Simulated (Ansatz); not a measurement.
A structure relaxed at PBE0-D4/def2-TZVP, charge 0, multiplicity 1:

```xyz
10

C    -0.161    1.244   -0.483
Si    0.797   -0.221    0.133
F     1.838   -0.651   -1.013
P    -0.431   -2.040    0.629
H    -0.864    1.585    0.281
H     0.513    2.070   -0.723
H    -0.729    0.990   -1.381
H     1.588    0.127    1.343
H    -1.164   -1.312    1.607
H    -1.387   -1.792   -0.393
```

Problem. Give its formula and SMILES.

Solution. CH6FPSi, `C[SiH](F)P`.

Problem. Summarise the bond lengths by kind.

Solution. 1 × C–Si 1.856 Å; 3 × C–H 1.092 to 1.093 Å; 1 × F–Si 1.607 Å; 1 × P–Si 2.250 Å; 1 × H–Si 1.487 Å; 2 × H–P 1.422 to 1.423 Å.

Program: Ansatz 0.2.0.
